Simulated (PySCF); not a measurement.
Towards the basis-set limit for SnO

State: ¹Σ⁺, singlet, closed shell. De refers to Sn + O. RHF-based CCSD(T) in PySCF 2.14 with Sn cc-pwCVDZ-PP with ECP28, O aug-cc-pVDZ and Sn cc-pwCVTZ-PP with ECP28, O aug-cc-pVTZ (frozen core orbitals: 5; scalar-relativistic core potentials). Correlation energies are extrapolated as n⁻³ (n = 2, 3), Hartree–Fock as (n+1)·exp(−9√n). CV is the change on freezing 4 orbitals instead, in Sn cc-pwCVTZ-PP with ECP28, O cc-pwCVTZ.

```csv
Level,Re (Å),ωe (cm⁻¹),ωexe (cm⁻¹),αe (cm⁻¹),De (eV)
CCSD(T)/DZ,1.8516,792.4,3.63,0.00215,5.361
CCSD(T)/TZ,1.8336,821.4,3.68,0.00212,5.652
HF/CBS,1.7835,968.5,3.08,0.00174,1.824
MP2/CBS,1.8376,806.2,n/a,n/a,6.386
CCSD/CBS,1.8098,886.2,3.16,0.00189,5.211
CCSD(T)/CBS,1.8298,827.3,3.66,0.00212,5.755
CCSD(T)/CBS+CV,1.8291,827.6,3.67,0.00212,5.765
```

Q: How much is left between CCSD(T)/TZ and the basis-set limit, and how much do the triples give at the limit?

A: CCSD(T)/CBS less CCSD(T)/TZ: -3.8 mÅ in Re, +5.9 cm⁻¹ in ωe and +0.103 eV in De. CCSD(T)/CBS less CCSD/CBS: +20.0 mÅ in Re, -58.9 cm⁻¹ in ωe and +0.544 eV in De.

Q: What do the later terms add?

A: CV: -0.7 mÅ in Re, +0.3 cm⁻¹ in ωe and +0.010 eV in De, each against the row above.

The T1 diagnostic is 0.034, large enough to doubt a single reference. The open-shell atoms are computed with UHF. Spin–orbit coupling, excitations beyond (T) and corrections to the Born–Oppenheimer picture are left out, and spin–orbit coupling matters for open p, d or f shells this heavy.

The whole job (state search and all basis sets along the bond) took about 14 min on 4 threads of Arm Neoverse V2 (shared host), peak memory 4.8 GiB.
